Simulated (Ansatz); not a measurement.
Geometry optimisation, UHF/def2-SVP in Ansatz 0.2.0.

Input file:

```yaml
crystal:
  periodic: [false, false, false]
  atoms:
    - { symbol: W, position_ang: [0.0, 0.0, 0.0] }
    - { symbol: H, position_ang: [0.0, 0.0, 1.97] }
    - { symbol: Cl, position_ang: [2.39, 0.0, 0.0] }
    - { symbol: Cl, position_ang: [0.0, 2.39, 0.0] }
    - { symbol: Cl, position_ang: [-2.39, 0.0, 0.0] }
    - { symbol: F, position_ang: [0.0, -1.85, 0.0] }
    - { symbol: Cl, position_ang: [0.0, 0.0, -2.39] }
    - { symbol: H, position_ang: [0.0, 0.0, 2.93] }
magnetization:
  spin_polarized: true
  initial_magnetization: 1
basis:
  gaussian: { orbitals: def2-SVP }
hamiltonian:
  xc: hf
relax:
  f_tol: 0.15
  max_steps: 25
  restrain:
    - { distance: [1, 7], at: 0.66, k: 30.0 }
    - { distance: [0, 1], at: 2.92, k: 30.0 }
output:
  orbitals: {}
```

Command:

```bash
$ ansatz run input.yaml --threads 4 --pin off --max-ram 5120MiB --backend cpu --events-out ev --progress --plain --runs-dir out
```

Question: Where does it end, and by what steps?

Answer: The forces met the threshold. The restraints hold the end off the free minimum; the threshold counts their pulls, which the force column leaves out. Restrained pairs: H2–H8 (0.96 → 0.71 Å), W1–H2 (1.97 → 2.93 Å). After 15 steps the energy has fallen by 2.126 eV (the restraints' own energy left out); H2 moved furthest, 0.66 Å.

```
step  energy less start (eV)  largest force component (eV/Å)  accepted
   0                  0.0000                           5.429       yes
   1                 -1.3001                           1.553       yes
   2                 -1.3475                           3.799       yes
   3                 -1.8581                           1.573       yes
   4                 -1.9756                           1.340       yes
   5                 -2.0067                           1.277       yes
   6                 -2.0788                           1.103       yes
   7                 -2.0862                           1.433        no
   8                 -2.0852                           1.239       yes
   9                 -2.1015                           1.063       yes
  10                 -2.1100                           1.265       yes
  11                 -2.1080                           1.634       yes
  12                 -2.1254                           1.406       yes
  13                 -2.1377                           0.666        no
  14                 -2.1289                           1.343       yes
  15                 -2.1264                           1.441       yes
```

```xyz
8
Properties=species:S:1:pos:R:3
W 0.000 0.040 -0.375
H 0.000 -0.359 2.525
Cl 2.331 -0.066 -0.283
Cl 0.000 2.190 0.328
Cl -2.331 -0.066 -0.284
F 0.000 -1.578 0.463
Cl 0.000 0.069 -2.629
H 0.000 0.310 2.765
```

Run time: 60 s on 4 threads of Intel(R) Xeon(R) 6975P-C (Granite Rapids), on a shared host, peak memory 0.63 GiB.
